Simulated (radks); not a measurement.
Values are calculated unless marked as measured or tabulated.
The nuclear charge of the selenium ion Se2+ is varied continuously with 32 electrons held in [Ar] 3d10 4s2 4p2. Code: a radial shooting solver on a logarithmic mesh with Libxc functionals. Model: scalar-relativistic Kohn-Sham, r2SCAN, spin-polarised, spherical densities, finite nucleus; open shells are filled with parallel spins first; meta-GGA in the generalised Kohn-Sham scheme; Fermi nuclear charge, rms radius 4.14 fm. By the Hellmann-Feynman theorem dE/dZ = E(electron-nucleus)/Z, the electronic potential at the nucleus (averaged over a nucleus of fixed radius). The scalar-relativistic energy here is not variational (the density holds large components alone), so the two differ by a part that grows with Z.

Z      E (hartree)  E(electron-nucleus)/Z (hartree)  HOMO  e(HOMO) (eV)  <r> HOMO (bohr)
33     -2260.86942                         -164.802    4p       -14.434            2.278
33.25  -2302.33522                         -166.471    4p       -17.298            2.188
33.5   -2344.21986                         -168.140    4p       -20.317            2.107
33.75  -2386.52324                         -169.809    4p       -23.483            2.035
34     -2429.24530                         -171.477    4p       -26.794            1.969
34.25  -2472.38604                         -173.145    4p       -30.245            1.909
34.5   -2515.94552                         -174.813    4p       -33.834            1.853
34.75  -2559.92381                         -176.482    4p       -37.558            1.802
35     -2604.32102                         -178.151    4p       -41.415            1.754

The central difference of E at Z = 34 is -171.726 hartree, to compare with the third column; the second derivative is -6.7 hartree.
